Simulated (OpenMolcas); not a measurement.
Au4+ among 6 point charges of -1.5 e arranged as a tetragonal octahedron (D4h), 1.84 Å from the ion, with the axial distance 1.803 Å.
```
   1.8400    0.0000    0.0000  -1.50
   0.0000    1.8400    0.0000  -1.50
  -1.8400    0.0000    0.0000  -1.50
   0.0000   -1.8400    0.0000  -1.50
   0.0000    0.0000    1.8032  -1.50
   0.0000    0.0000   -1.8032  -1.50
```

```
Program             : OpenMolcas
Method              : CASSCF
Basis               : ANO-RCC-VDZP [7s6p4d2f]
Scalar Hamiltonian  : DKH2, point nucleus
Active space        : 7 electrons in 5 orbitals (5d)
State averaging     : 2S+1 = 4 even, 10 roots; 2S+1 = 2 even, 40 roots
Spin-orbit coupling : RASSI with atomic mean-field integrals over the reference wave functions
```

(1) What is the spin-free ground state (labels of D4, the rotations of D4h)?

(2) Where is the first state of the same spin?

(3) What are the lowest two levels with spin-orbit coupling?

(4) What is χT at 300 K?

## Answers

(1) 4E, 2-fold in its orbital part, 96 % from free-ion F terms; it has the highest spin that d7 allows.

(2) 4A2 at 406 cm-1 above the ground state. The two act as a nearly degenerate pair, with unquenched orbital momentum.

(3) A 2-fold level E1/2 with g = 4.11, 4.11, 6.34, then a 2-fold level E3/2 983.6 cm-1 above it. Their leading multiplicities are 4 (89 %) and 4 (80 %).

(4) 3.30 cm3 K/mol.

Spin-orbit coupling mixes the spin-free states strongly: the lowest level takes only 63 % from its leading state, 4E. An orbital doublet at a regular site is open to a Jahn-Teller distortion, which this geometry leaves out. Without dynamic correlation the repulsion within the d shell is too large (B by tens of per cent), so at a given field states of lower spin stand too high. This shell can be high or low spin here, a state of another spin lies low, and with metal d orbitals alone active their balance is uncertain, so the ground spin may be wrong. Point charges give a weaker field than real ligands, and real ions of this kind are as a rule low spin; the high spin found here belongs to the model. This is an electrostatic model: the charges have no orbitals. No measured value stands beside these numbers.
